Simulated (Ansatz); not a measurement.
`[SiH3]C[SiH2][SbH2]` → `[SiH3][CH2][SbH2]` + `[SiH2]`  (silylene formation by 1,1-elimination)

Computed with Ansatz on PBE0-D4/def2-TZVP structures; ΔE is electronic, products minus reactants. CCSD(T)/CBS adds triple-zeta CCSD(T) − MP2 to the extrapolated MP2 energy (def2 sets, frozen cores). This one scheme is used for every species. Elements past krypton have def2 core potentials. For Sb outer-core shells are correlated without core-valence functions, which leaves a few kJ/mol of doubt a bond. Each species was taken in one conformer, which may not be the lowest.

```
              species  HF/def2-TZVPP energy (Eh)
`[SiH3]C[SiH2][SbH2]`                 -860.26974
  `[SiH3][CH2][SbH2]`                 -570.14206
             `[SiH2]`                 -290.02614
```

Question: Work out ΔE.

Answer: ΔE = (-570.14206) + (-290.02614) − (-860.26974) = 0.10154 Eh = +266.6 kJ/mol. CCSD(T)/CBS gives +292.6 kJ/mol.

Question: What do rigid-rotor, harmonic-oscillator terms from PBE0-D4/def2-TZVP frequencies (298.15 K, 1 bar) make of the CCSD(T)/CBS value? (An estimate is asked.)

Answer: Ansatz gave: ΔZPE = -16.0 kJ/mol, ΔH = +280.5 kJ/mol, ΔS = 157 J/(mol·K), ΔG = +233.7 kJ/mol. Modes under 50 cm⁻¹ make the entropy rough.

Largest T1 diagnostic among the species: 0.014.

From PBE to PBE0 (25 % exact exchange), in def2-TZVPP and without D4, ΔE moves by +10.4 kJ/mol. At CCSD(T), def2-SVP lies −15.6 kJ/mol from the extrapolated value and def2-TZVPP −10.2 kJ/mol. The D4 term adds +16.9 kJ/mol with B3LYP and +9.5 kJ/mol with PBE0; it sums over pairs of atoms, weighted by their polarisabilities, and B3LYP, whose exchange is more repulsive, gets the larger term.

B3LYP here is the variant with VWN-RPA as its local correlation; programs differ in this.
